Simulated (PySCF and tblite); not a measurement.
The numbers below are computed, except where a source is named.
Barrier and rate of a rotation

System: CH4BCl2N, numbered as in [CH3:1][NH:2][B:3]([Cl:4])[Cl:5].

Motion: rotation about the B3–N2 bond (torsion Cl4–B3–N2–C1 from -180° to 0°, rising). Level: PBE0/pcSseg-1 + D3(BJ) on PBE0-D3(BJ)/def2-SVP stationary points, with GFN2-xTB thermal terms. Rates follow Eyring's equation with the number of equivalent paths and no tunnelling. Programs: tblite and PySCF.

| point | symmetry | E(GFN2) kcal/mol | E(DFT) kcal/mol | ZPE change kcal/mol | lowest mode cm⁻¹ | dipole D |
| --- | --- | --- | --- | --- | --- | --- |
| start | Cs | 0.0 | 0.0 | 0.00 | 135 | 3.35 |
| saddle | C1 | 21.2 | 24.5 | -1.17 | 246i | 2.17 |
| end | Cs | 0.0 | 0.0 | 0.00 | 135 | 3.35 |

| Property | Result |
| --- | --- |
| Electronic barrier | 24.5 kcal/mol |
| Barrier with zero-point energy | 23.4 kcal/mol |
| ΔH‡ (298 K) | 23.1 kcal/mol |
| ΔS‡ (298 K, symmetry apart) | -1.5 cal/(mol K) |
| Paths | 4 equivalent paths |
| End point | the same structure with atoms interchanged, or its mirror image |
| Mean lifetime of the start against this motion at 298 K | 2.2 h |
| Cost | 65 s on 1 thread of Intel Xeon 6975P-C, on a host shared with other jobs (rough), peak memory 0.57 GiB, launched as `OMP_NUM_THREADS=1 python ens_run.py task.json out` |

```
T/K  ΔG‡ kcal/mol      k s⁻¹
150          23.4  9.6×10⁻²²
200          23.5  3.9×10⁻¹³
250          23.5   5.8×10⁻⁸
298          23.6    0.00013
350          23.7      0.049
400          23.8        3.5
500          23.9       1440
```

ΔG and ΔG‡ leave out symmetry numbers and mirror images; rates count paths: 4 out.
